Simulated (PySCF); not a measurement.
## CrH₃: umbrella curve

Level of theory: Ur2SCAN/[Cr def2-TZVP, H def2-TZVP], no relativity, density fitting, PySCF.

Rigid scan from the quartet minimum (Cr–H 1.612 Å (×3); H–Cr–H 105.6° (×3)). Coordinate: angle between each bond and the threefold axis, bonds fixed. Energies in kJ/mol from the minimum.

Problem. Predict the curve at 55, 60, 65, 70, 75, 80, 85, 90.

Solution. 
| angle of the bonds to the threefold axis (°) | E (kJ/mol) | dipole size (D) | ⟨S²⟩ |
| --- | --- | --- | --- |
| 55 | 15.8 | 4.19 | 3.90 |
| 60 | 5.2 | 3.69 | 3.90 |
| 65 | 0.4 | 3.15 | 3.91 |
| 70 | 1.0 | 2.57 | 3.92 |
| 75 | 5.9 | 1.97 | 3.95 |
| 80 | 13.3 | 1.34 | 3.98 |
| 85 | 20.2 | 0.68 | 4.01 |
| 90 | 23.2 | 0.00 | 4.02 |

With the bonds held, the planar shape lies 23.2 kJ/mol from the minimum.

Spin contamination is strong at 80, 85, 90, so these points are less reliable.

Open d and f shells are described by one determinant, and the ground state may have another occupation or spin.

Other isomers or separated fragments may lie lower.
